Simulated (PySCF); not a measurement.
## Ge⁻ (germanium, charge -1): PBE calculation

Configuration: [Ar] 3d10 4s2 4p3, high-spin 4S determinant. Calculation: PySCF 2.14, in aug-cc-pVTZ-PP with one added diffuse shell each of s, d, f type with ECP10MDF (7s5p5d3f, 68 functions); scalar relativity through the core potential.

```
Total energy                : -294.5787 hartree
One-electron energy         : -527.3501 hartree
Hartree (Coulomb) energy    : 257.6988 hartree
Exchange-correlation energy : -24.9274 hartree
⟨S²⟩                        : 3.7506
⟨L²⟩                        : 0.000
Sum of ⟨r⟩                  : 27.34 bohr
Sum of ⟨r²⟩                 : 68.56 bohr²
```

| shell | electrons | mean orbital energy (hartree) | rms radius, mean of both spins (bohr) |
| --- | --- | --- | --- |
| 3s α | 1 | -5.84204 | 0.673 |
| 3s β | 1 | -5.83953 | 0.673 |
| 3p α | 3 | -3.99583 | 0.706 |
| 3p β | 3 | -3.99297 | 0.706 |
| 3d α | 5 | -0.86220 | 0.824 |
| 3d β | 5 | -0.85650 | 0.824 |
| 4s α | 1 | -0.22128 | 2.36 |
| 4s β | 1 | -0.16077 | 2.36 |
| 4p α | 3 | 0.04243 | 3.95 |

Energies and moments cover only the electrons outside the core potential. At PBE the highest occupied level has a positive energy, so only the finite basis holds that electron; in a semilocal or global hybrid functional this comes from self-interaction and does not mean that the real anion is unbound.
